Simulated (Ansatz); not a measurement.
Start from `[GeH3][NH]C1=C[SiH2]1` and change one atom or group to get `CCC1=C[SiH2]1`.

Ansatz, PBE0-D4/def2-TZVP geometries, multiplicity 1. Each molecule was computed in one conformer, which needn't be the lowest.

Scalar relativity is left out up to krypton.

| property | `[GeH3][NH]C1=C[SiH2]1` |
| --- | --- |
| size of the dipole moment (PBE/def2-TZVPP) / D | 2.03 |
| HOMO energy (PBE0/def2-TZVPP) / eV | -6.40 |
| HOMO energy (PBE/def2-TZVPP) / eV | -5.33 |
| size of the dipole moment (B3LYP/def2-TZVPP) / D | 1.88 |
| LUMO energy (PBE0/def2-TZVPP) / eV | 0.10 |
| HOMO–LUMO gap (PBE0/def2-TZVPP) / eV | 6.50 |

Q: What does the change do to each property? (An estimate is asked.)

A: Computed: 
```json
{"property": "size of the dipole moment (PBE/def2-TZVPP) / D", "`CCC1=C[SiH2]1`": "1.13", "shift": "-0.90"}
{"property": "HOMO energy (PBE0/def2-TZVPP) / eV", "`CCC1=C[SiH2]1`": "-7.19", "shift": "-0.79"}
{"property": "HOMO energy (PBE/def2-TZVPP) / eV", "`CCC1=C[SiH2]1`": "-6.05", "shift": "-0.72"}
{"property": "size of the dipole moment (B3LYP/def2-TZVPP) / D", "`CCC1=C[SiH2]1`": "0.95", "shift": "-0.93"}
{"property": "LUMO energy (PBE0/def2-TZVPP) / eV", "`CCC1=C[SiH2]1`": "0.14", "shift": "0.04"}
{"property": "HOMO–LUMO gap (PBE0/def2-TZVPP) / eV", "`CCC1=C[SiH2]1`": "7.33", "shift": "0.83"}
```

Dipoles are sizes alone; their direction can turn.

B3LYP here is the variant with VWN-RPA as its local correlation; programs differ in this.
